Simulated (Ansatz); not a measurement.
Basis sets compared for Sn21SbH30, a doped nanocrystal cut from the lattice of tin (Sb on a surface site). The state is a doublet with charge 0. Geometry PBE-D4/def2-SVP. Ansatz on 11 threads of AMD EPYC 7R13 on a shared host and a whole NVIDIA H100 80GB HBM3; times are rough, and most runs start from earlier orbitals.

Cartesian coordinates in Å:
```
Sn 2.050 -2.794 -3.047
Sn 2.709 -2.754 2.778
Sn -0.044 -0.268 -6.268
Sn 2.780 1.771 -3.280
Sn 0.249 0.004 0.067
Sn -1.871 2.516 -3.080
Sn 3.738 1.717 2.757
Sn 1.695 0.030 6.245
Sn -0.769 2.693 3.405
Sn -2.593 -2.060 -2.857
Sn -4.207 0.697 0.466
Sn -1.758 -1.838 3.602
Sn 2.324 -0.579 -4.766
Sn 2.800 -0.432 1.195
Sn -0.199 -2.363 -1.402
Sn 0.791 -2.198 4.762
Sn -2.264 0.155 -4.575
Sn 0.535 2.232 -1.638
Sn -1.795 0.463 1.968
Sn -3.971 2.932 -1.243
Sb 2.031 2.500 4.887
Sn -4.694 -1.661 -1.016
H 1.886 -4.253 -3.975
H 3.468 -2.968 -2.058
H 2.219 -4.119 1.823
H 4.246 -3.134 3.494
H -0.311 -1.677 -7.250
H 0.123 1.083 -7.350
H 4.194 1.595 -2.287
H 3.063 3.112 -4.349
H -1.766 3.863 -4.184
H 5.295 1.375 3.450
H 3.910 3.149 1.786
H 3.218 -0.346 6.995
H 0.578 0.401 7.525
H -0.572 4.020 2.275
H -1.906 3.304 4.592
H -2.906 -3.479 -3.824
H -5.536 0.970 1.568
H -2.100 -3.251 2.648
H -2.959 -1.770 4.858
H 3.654 -0.846 -5.861
H 3.947 -0.617 -0.109
H -0.362 -3.667 -0.253
H 0.728 -3.498 5.927
H -3.700 0.335 -5.548
H 0.796 3.633 -0.634
H -3.644 4.353 -0.297
H -5.465 3.212 -2.090
H 3.361 3.046 5.928
H -4.768 -3.014 0.074
H -6.228 -1.578 -1.834
```

In the def2 sets Sb, Sn take a core potential; there is no spin–orbit coupling. Single mean-field runs in def2-SVP, def2-TZVP are fitted with def2-universal-jkfit.

Binding counts from free atoms (Sn triplet, Sb quartet, H doublet) in the same basis, without a counterpoise term.

```
           level  functions  energy (Eh)  HOMO (eV)  LUMO (eV)  binding per atom (eV)  wall time
 PBE-D4/def2-SVP        722   -4758.9321      -4.40      -3.96                   2.43        6 s
PBE0-D4/def2-SVP        722   -4759.1961      -5.11      -3.34                   2.42       10 s
```

(1) Estimate the rows for PBE-D4/def2-TZVP (with forces), PBE0-D4/def2-TZVP (with forces).

Answers

(1) 
```tsv
level	functions	energy (Eh)	HOMO (eV)	LUMO (eV)	binding per atom (eV)	wall time
PBE-D4/def2-TZVP (with forces)	1280	-4759.1001	-4.49	-4.05	2.44	12 s
PBE0-D4/def2-TZVP (with forces)	1280	-4759.3435	-5.16	-3.39	2.44	25 s
```
